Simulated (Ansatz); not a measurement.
Geometry optimisation, UKS B3LYP/def2-SVPD in Ansatz.

input.yaml

```yaml
crystal:
  periodic: [false, false, false]
  atoms:
    - { symbol: O, position_ang: [-0.62104, -0.2428, -0.59623] }
    - { symbol: S, position_ang: [-1.31531, 0.8769, 0.56243] }
    - { symbol: Ga, position_ang: [1.0586, 0.98123, 0.31423] }
    - { symbol: H, position_ang: [-1.1572, -1.04314, -0.58269] }
    - { symbol: H, position_ang: [-2.18941, 1.24586, 1.56454] }
magnetization:
  spin_polarized: true
  initial_magnetization: 1
basis:
  gaussian: { orbitals: def2-SVPD }
hamiltonian:
  xc: b3lyp
relax:
  f_tol: 0.02
  max_steps: 50
output:
  orbitals: {}
```

Launched with:

```bash
$ ansatz run input.yaml --threads 2 --pin off --max-ram 3072MiB --backend cpu --events-out ev --progress --plain --runs-dir out
```

**Question.** Where does it end, and by what steps?

**Answer.** The forces met the threshold. After 20 steps the energy has fallen by 3.113 eV; S2 moved furthest, 1.43 Å. Parted: O1–S2.

```json
{"step": "0", "energy less start (eV)": "0.0000", "largest force component (eV/Å)": "3.134", "accepted": "yes"}
{"step": "1", "energy less start (eV)": "-0.6500", "largest force component (eV/Å)": "2.490", "accepted": "yes"}
{"step": "2", "energy less start (eV)": "-1.1704", "largest force component (eV/Å)": "2.311", "accepted": "yes"}
{"step": "3", "energy less start (eV)": "-1.6686", "largest force component (eV/Å)": "1.912", "accepted": "yes"}
{"step": "4", "energy less start (eV)": "-1.9325", "largest force component (eV/Å)": "0.698", "accepted": "yes"}
{"step": "5", "energy less start (eV)": "-2.0251", "largest force component (eV/Å)": "0.326", "accepted": "yes"}
{"step": "6", "energy less start (eV)": "-2.0587", "largest force component (eV/Å)": "0.335", "accepted": "yes"}
{"step": "7", "energy less start (eV)": "-2.0629", "largest force component (eV/Å)": "0.549", "accepted": "yes"}
{"step": "8", "energy less start (eV)": "-2.0932", "largest force component (eV/Å)": "0.247", "accepted": "yes"}
{"step": "9", "energy less start (eV)": "-2.0989", "largest force component (eV/Å)": "0.147", "accepted": "yes"}
{"step": "10", "energy less start (eV)": "-2.1056", "largest force component (eV/Å)": "0.560", "accepted": "yes"}
{"step": "11", "energy less start (eV)": "-2.1527", "largest force component (eV/Å)": "2.500", "accepted": "yes"}
{"step": "12", "energy less start (eV)": "-2.6224", "largest force component (eV/Å)": "2.406", "accepted": "yes"}
{"step": "13", "energy less start (eV)": "-2.9017", "largest force component (eV/Å)": "0.737", "accepted": "yes"}
{"step": "14", "energy less start (eV)": "-3.0608", "largest force component (eV/Å)": "0.298", "accepted": "yes"}
{"step": "15", "energy less start (eV)": "-3.0873", "largest force component (eV/Å)": "0.319", "accepted": "yes"}
{"step": "16", "energy less start (eV)": "-3.0994", "largest force component (eV/Å)": "0.230", "accepted": "yes"}
{"step": "17", "energy less start (eV)": "-3.1094", "largest force component (eV/Å)": "0.136", "accepted": "yes"}
{"step": "18", "energy less start (eV)": "-3.1124", "largest force component (eV/Å)": "0.178", "accepted": "yes"}
{"step": "19", "energy less start (eV)": "-3.1132", "largest force component (eV/Å)": "0.099", "accepted": "yes"}
{"step": "20", "energy less start (eV)": "-3.1134", "largest force component (eV/Å)": "0.009", "accepted": "yes"}
```

```xyz
5
Properties=species:S:1:pos:R:3
O -0.661 -0.851 -0.310
S -1.275 2.175 1.164
Ga 0.083 0.794 -0.039
H -0.154 -1.502 -0.808
H -2.217 1.201 1.255
```

Whether the end is a true minimum wasn't checked by a vibrational analysis.

The run took 93 s on 2 threads of Arm Neoverse V1, on a shared host, peak memory 0.31 GiB.
